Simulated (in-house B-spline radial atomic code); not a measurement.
Inner-shell binding energies (edges) and X-ray emission energies of free atoms and ions, as differences of relaxed hole-state energies with first-order Breit, QED and recoil terms, without correlation or multiplet splittings, in NIST's listed ground configurations. For neutral atoms such line energies lie within some 1 to 5 eV of tabulated X-ray lines (up to 20 eV for the heaviest). K = 1s, L1 = 2s. A dash marks a subshell that is part filled or wasn't run, or a line left out. Computed with a B-spline radial code for spherical atoms: Dirac-Hartree-Fock, average of the configuration, finite nuclei.

```json
{"ion": "Cl", "configuration": "[Ne] 3s2 3p5", "K edge (eV)": "2831.17", "L1 edge (eV)": "280.69"}
{"ion": "Ar+", "configuration": "[Ne] 3s2 3p5", "K edge (eV)": "3221.8", "L1 edge (eV)": "342.45"}
{"ion": "K2+", "configuration": "[Ne] 3s2 3p5", "K edge (eV)": "3640.59", "L1 edge (eV)": "411.66"}
{"ion": "Ca3+", "configuration": "[Ne] 3s2 3p5", "K edge (eV)": "?", "L1 edge (eV)": "?"}
{"ion": "Sc4+", "configuration": "[Ne] 3s2 3p5", "K edge (eV)": "4562.43", "L1 edge (eV)": "571.92"}
{"ion": "Ti5+", "configuration": "[Ne] 3s2 3p5", "K edge (eV)": "5065.48", "L1 edge (eV)": "662.85"}
{"ion": "V6+", "configuration": "[Ne] 3s2 3p5", "K edge (eV)": "?", "L1 edge (eV)": "?"}
{"ion": "Cr7+", "configuration": "[Ne] 3s2 3p5", "K edge (eV)": "6156.1", "L1 edge (eV)": "866.2"}
```

Question: Fill in the row of Ca3+.

Answer: K edge (eV): 4087.47; L1 edge (eV): 488.17.

Question: Fill in the row of V6+.

Answer: K edge (eV): 5596.69; L1 edge (eV): 760.94.
